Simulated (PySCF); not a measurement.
Species: trans-PtH(PF3)2F (singlet state).
Cartesian coordinates in Å at the PBE0-D3(BJ)/def2-SVP level; atoms count from 1:
```
atom  x, y, z in Å
Pt1    0.1971   -0.1001   -0.0040
H2     1.6996   -0.0911   -0.2883
P3    -0.4806    2.0661   -0.1587
F4    -1.3679    2.5777   -1.3567
F5     0.7384    3.0543   -0.5046
F6    -0.9401    2.9105    1.0900
F7    -1.8128    0.9047    0.2385
P8     0.4493   -2.2970    0.2065
F9    -0.6343   -3.1193    0.9997
F10    1.7452   -2.8338    0.9180
F11    0.5042   -3.1573   -1.1095
```

Computed, not measured: PBE0-D3(BJ)/def2-SVP geometry optimisation, gas phase, def2 core potentials past Kr (PySCF).

Take the most abundant isotopes and a rigid rotor. 

Question: Give the principal moments of inertia and the rotational constants in MHz.

Answer: Ia = 276.20, Ib = 1484.65, Ic = 1532.22 u·Å²; 505379 MHz·u·Å²/I gives A = 1830, B = 340.4, C = 329.8 MHz.

Question: What kind of rotor is it?

Answer: A near-prolate asymmetric top; Ray's κ = -0.986.

Question: Is it planar, by Δ = Ic − Ia − Ib?

Answer: Not planar: Δ = Ic − Ia − Ib = -228.64 u·Å². For a rigid frame Δ = −2 Σ m c², so Σ m c² = 114.32 u·Å² lies off the ab plane: 0.00 from hydrogen and 114.32 from heavier atoms. The atom farthest from that plane is 1.38 Å away.

Question: Give the other two planar moments, Paa and Pbb, and the rms extents of the mass along the axes.

Answer: Paa = Σ m a² = (Ib + Ic − Ia)/2 = 1370.33 and Pbb = Σ m b² = (Ia + Ic − Ib)/2 = 161.88 u·Å². With the mass M = 390.91 u, the rms extents √(P/M) along a, b and c are 1.87, 0.64, 0.54 Å.

Question: Predict some low-J microwave lines.

Answer: The dipole components are |μa| = 3.21 D, |μb| = 0.60 D, |μc| = 0.02 D. Intensities carry the squares of the components, which stand as 1.00 : 0.04 : 0.00 (a : b : c). Some lines, for components of 0.1 D or more:

```json
{"type": "b", "branch": "R", "J(Ka,Kc)": "4(0,4) ← 3(1,3)", "MHz": "1217", "lower level (cm⁻¹)": "0.183"}
{"type": "b", "branch": "Q", "J(Ka,Kc)": "2(1,1) ← 2(0,2)", "MHz": "1511", "lower level (cm⁻¹)": "0.067"}
{"type": "a", "branch": "R", "J(Ka,Kc)": "3(2,2) ← 2(2,1)", "MHz": "2011", "lower level (cm⁻¹)": "0.266"}
{"type": "a", "branch": "R", "J(Ka,Kc)": "3(1,2) ← 2(1,1)", "MHz": "2027", "lower level (cm⁻¹)": "0.117"}
{"type": "a", "branch": "R", "J(Ka,Kc)": "4(2,3) ← 3(2,2)", "MHz": "2681", "lower level (cm⁻¹)": "0.334"}
{"type": "a", "branch": "R", "J(Ka,Kc)": "4(2,2) ← 3(2,1)", "MHz": "2681", "lower level (cm⁻¹)": "0.334"}
{"type": "b", "branch": "R", "J(Ka,Kc)": "2(1,2) ← 1(0,1)", "MHz": "2819", "lower level (cm⁻¹)": "0.022"}
{"type": "b", "branch": "Q", "J(Ka,Kc)": "4(2,2) ← 4(1,3)", "MHz": "4432", "lower level (cm⁻¹)": "0.275"}
{"type": "b", "branch": "Q", "J(Ka,Kc)": "3(2,1) ← 3(1,2)", "MHz": "4452", "lower level (cm⁻¹)": "0.185"}
{"type": "b", "branch": "Q", "J(Ka,Kc)": "2(2,1) ← 2(1,2)", "MHz": "4500", "lower level (cm⁻¹)": "0.116"}
{"type": "b", "branch": "Q", "J(Ka,Kc)": "4(2,3) ← 4(1,4)", "MHz": "4537", "lower level (cm⁻¹)": "0.272"}
{"type": "b", "branch": "R", "J(Ka,Kc)": "3(2,1) ← 2(1,2)", "MHz": "6511", "lower level (cm⁻¹)": "0.116"}
{"type": "b", "branch": "Q", "J(Ka,Kc)": "4(3,1) ← 4(2,2)", "MHz": "7472", "lower level (cm⁻¹)": "0.423"}
{"type": "b", "branch": "R", "J(Ka,Kc)": "3(3,1) ← 2(2,0)", "MHz": "9484", "lower level (cm⁻¹)": "0.266"}
{"type": "b", "branch": "Q", "J(Ka,Kc)": "4(4,1) ← 4(3,2)", "MHz": "10462", "lower level (cm⁻¹)": "0.672"}
```

Question: Estimate the classical rotational partition function at 50 K, 100 K and 500 K.

Answer: Point group C1, symmetry number σ = 1; q = (√π/σ)·√((kT/h)³/(ABC)), k/h = 20836.6 MHz/K: 132000 at 50 K, 372000 at 100 K, 4160000 at 500 K.

No frequency check. Constants of a rigid frame at the computed geometry: no zero-point averaging, no centrifugal distortion.

On one thread, Arm Neoverse V2 (aarch64), no GPU, shared host with 48 logical CPUs at a one-minute load of 16, this took 6.1 min wall and 0.74 GiB of memory at its peak. This is the geometry optimisation.
